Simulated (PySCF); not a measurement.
# How methods differ on the ionisation energy of Ca²⁺

Ca²⁺ [Ar] (1S) → Ca³⁺ [Ne] 3s2 3p5 (2P), as a difference of total energies. All numbers are calculated (PySCF 2.14, scalar relativity by spin-free X2C-1e, in x2c-TZVPall (6s5p3d, 36 functions)). Correlated levels: valence: [Ne] 3s2 frozen. The calculations carry no spin-orbit coupling.

```json
{"method": "UHF", "ionisation energy (eV)": "49.752", "difference from reference (eV)": "-1.161"}
{"method": "B3LYP", "ionisation energy (eV)": "51.002", "difference from reference (eV)": "+0.089"}
{"method": "PBE0", "ionisation energy (eV)": "50.946", "difference from reference (eV)": "+0.033"}
{"method": "MP2 (valence)", "ionisation energy (eV)": "50.972", "difference from reference (eV)": "+0.059"}
{"method": "SCS-MP2 (valence)", "ionisation energy (eV)": "50.904", "difference from reference (eV)": "-0.009"}
{"method": "CCSD (valence)", "ionisation energy (eV)": "50.941", "difference from reference (eV)": "+0.028"}
{"method": "CCSD(T) (valence)", "ionisation energy (eV)": "50.959", "difference from reference (eV)": "+0.046"}
```

Reference: 50.913 eV (measured; NIST Atomic Spectra Database, ionization energies).

The reference lies between the lowest fine-structure levels, while these numbers refer to the centres of the terms.

Errors of the correlated levels include the incompleteness of this basis and the frozen core.
